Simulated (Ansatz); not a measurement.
`B[Se][CH2][AlH][SH]` and `B[Se]CF` differ in one atom or group.

Ansatz, PBE0-D4/def2-TZVP geometries, multiplicity 1. Each molecule was computed in one conformer, which needn't be the lowest.

Scalar relativity is left out up to krypton.

```
                             property  `B[Se][CH2][AlH][SH]`
LUMO energy (ωB97M-V/def2-TZVPP) / eV                  -0.05
   LUMO energy (PBE0/def2-TZVPP) / eV                  -1.95
 HOMO–LUMO gap (PBE0/def2-TZVPP) / eV                   5.42
   HOMO energy (PBE0/def2-TZVPP) / eV                  -7.36
    HOMO energy (PBE/def2-TZVPP) / eV                  -6.20
  HOMO energy (B3LYP/def2-TZVPP) / eV                  -7.11
```

Task: What does the change do to each property? (An estimate is asked.)

Result: The calculation gave: 
```
                             property  `B[Se]CF`  shift
LUMO energy (ωB97M-V/def2-TZVPP) / eV       0.37   0.42
   LUMO energy (PBE0/def2-TZVPP) / eV      -1.55   0.40
 HOMO–LUMO gap (PBE0/def2-TZVPP) / eV       6.38   0.96
   HOMO energy (PBE0/def2-TZVPP) / eV      -7.93  -0.57
    HOMO energy (PBE/def2-TZVPP) / eV      -6.88  -0.68
  HOMO energy (B3LYP/def2-TZVPP) / eV      -7.69  -0.58
```

With PBE0 the HOMO falls by 0.57 eV and the LUMO rises by 0.40 eV, so the gap widens by about 0.97 eV. PBE moves the HOMO by -0.68 eV and ωB97M-V by -0.56 eV.

B3LYP here is the variant with VWN-RPA as its local correlation; programs differ in this.

Spin–orbit coupling is left out; it splits and shifts lone-pair levels of the heavy atoms by tenths of an eV.
